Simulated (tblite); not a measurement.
Parent: `[CH:1]#[C:2][C@@H:3]1[SiH2:4][C@H:5]1[SiH2:6][Cl:7]` with Si4–C5–Si6–Cl7 -89°, C4H7ClSi2.

Computed geometry: GFN2-xTB, gas phase. One conformer each, not checked by frequencies here.

```csv
coordinate of the parent,value
C1≡C2,1.200 Å
C2–C3,1.419 Å
C3–Si4,1.899 Å
Si4–C5,1.894 Å
C5–Si6,1.878 Å
Si6–Cl7,2.025 Å
C3–C5,1.552 Å
C1–C2–C3,178.1°
C2–C3–Si4,121.3°
C2–C3–C5,117.0°
Si4–C3–C5,65.7°
C3–Si4–C5,48.3°
Si4–C5–Si6,125.3°
C3–C5–Si4,66.0°
C3–C5–Si6,117.4°
C5–Si6–Cl7,108.2°
```

**Question.** In one relative the bonds that all share with the parent change as follows (parent's numbers): C1–C2 +0.013, C2–C3 -0.018, C3–Si4 +0.021, Si4–C5 -0.005, C5–Si6 +0.009, Si6–Cl7 -0.003, C3–C5 0.000 Å. Which is it?
A. `[CH3:1][CH2:2][C:3]#[C:4][C@@H:5]1[SiH2:6][C@@H:7]1[SiH2:8][Cl:9]` with Si6–C7–Si8–Cl9 97°
B. `[O:1]=[CH:2][C:3]#[C:4][C@@H:5]1[SiH2:6][C@H:7]1[SiH2:8][Cl:9]` with Si6–C7–Si8–Cl9 29°

**Answer.** B. The changes in all of them (Å):

```tsv
SMILES	C1–C2	C2–C3	C3–Si4	Si4–C5	C5–Si6	Si6–Cl7	C3–C5
CCC#C[C@@H]1[SiH2][C@@H]1[SiH2]Cl	+0.002	+0.003	-0.001	0.000	0.000	+0.004	-0.002
O=CC#C[C@@H]1[SiH2][C@H]1[SiH2]Cl	+0.013	-0.018	+0.021	-0.005	+0.009	-0.003	0.000
```

Atoms are paired thus: CCC#C[C@@H]1[SiH2][C@@H]1[SiH2]Cl: C1 = C3, C2 = C4, C3 = C5, Si4 = Si6, C5 = C7, Si6 = Si8, Cl7 = Cl9; O=CC#C[C@@H]1[SiH2][C@H]1[SiH2]Cl: C1 = C3, C2 = C4, C3 = C5, Si4 = Si6, C5 = C7, Si6 = Si8, Cl7 = Cl9.
